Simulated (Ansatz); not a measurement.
Calculated with Ansatz (gas phase, PBE0-D4/def2-TZVP geometries, no zero-point term in ΔE). CCSD(T)/CBS is the MP2 limit (def2-TZVPP, def2-QZVPP) plus CCSD(T) − MP2 in def2-TZVPP, frozen cores. This one scheme is used for every species. DFT in def2-TZVPP. B3LYP here is the variant with VWN-RPA as its local correlation; programs differ in this. HSE06 is defined as in plane-wave codes. def2 core potentials past Kr. For In outer-core shells are correlated without core-valence functions, which leaves a few kJ/mol of doubt a bond. One conformer a species, not always the lowest.

`O[CH2][In]([F])[F]` + SiH₄ → `[F][In]([F])[SiH3]` + CH₃OH  (formal exchange of groups at the In–C bond)

| level | ΔE (kJ/mol) | difference from CCSD(T)/CBS |
| --- | --- | --- |
| LDA (SPW92) | -60.9 | 12.7 |
| PBE-D4 | -66.8 | 6.8 |
| revPBE-D4 | -64.6 | 9.0 |
| BLYP-D4 | -60.0 | 13.6 |
| r2SCAN-D4 | -67.3 | 6.3 |
| B97M-V | -69.7 | 3.9 |
| PBE0-D4 | -76.7 | -3.1 |
| B3LYP-D4 | -69.3 | 4.3 |
| r2SCANh-D4 | -71.1 | 2.5 |
| r2SCAN0-D4 | -76.2 | -2.6 |
| HSE06-D4 | -76.5 | -2.9 |
| BHLYP-D4 | -79.5 | -5.9 |
| CAM-B3LYP-D4 | -72.2 | 1.4 |
| ωB97X-V | -75.3 | -1.7 |
| ωB97M-V | -73.6 | 0.0 |
| B2PLYP | -71.1 | 2.5 |
| PBE-QIDH | -78.5 | -4.9 |
| PBE | -68.3 | 5.3 |
| revPBE | -71.3 | 2.3 |
| r2SCAN | -67.7 | 5.9 |
| PBE0 | -77.8 | -4.2 |
| B3LYP | -71.8 | 1.8 |
| r2SCANh | -71.4 | 2.2 |
| r2SCAN0 | -76.6 | -3.0 |
| HSE06 | -77.4 | -3.8 |
| BHLYP | -79.9 | -6.3 |
| HF/def2-SVP | -93.2 | -19.6 |
| MP2/def2-SVP | -72.5 | 1.1 |
| CCSD/def2-SVP | -78.9 | -5.3 |
| CCSD(T)/def2-SVP | -75.4 | -1.8 |
| MP2/def2-TZVPP | -69.3 | 4.3 |
| SCS-MP2/def2-TZVPP | -70.4 | 3.2 |
| CCSD/def2-TZVPP | -75.5 | -1.9 |
| CCSD(T)/def2-TZVPP | -70.9 | 2.7 |
| HF/def2-QZVPP | -91.0 | -17.4 |
| MP2/def2-QZVPP | -71.0 | 2.6 |
| SCS-MP2/def2-QZVPP | -72.2 | 1.4 |
| HF/CBS(def2) | -91.1 | -17.5 |
| MP2/CBS(def2) | -72.0 | 1.6 |
| CCSD/CBS(def2) | -78.2 | -4.6 |
| CCSD(T)/CBS | -73.6 | 0 |

Largest T1 diagnostic among the species: 0.016.

From BLYP to BHLYP (50 % exact exchange), in def2-TZVPP and without D4, ΔE moves by −15.8 kJ/mol. In def2-TZVPP, CCSD(T) changes the Hartree–Fock value by +19.6 kJ/mol (the triples alone add +4.6 kJ/mol) and MP2 by +21.2 kJ/mol.
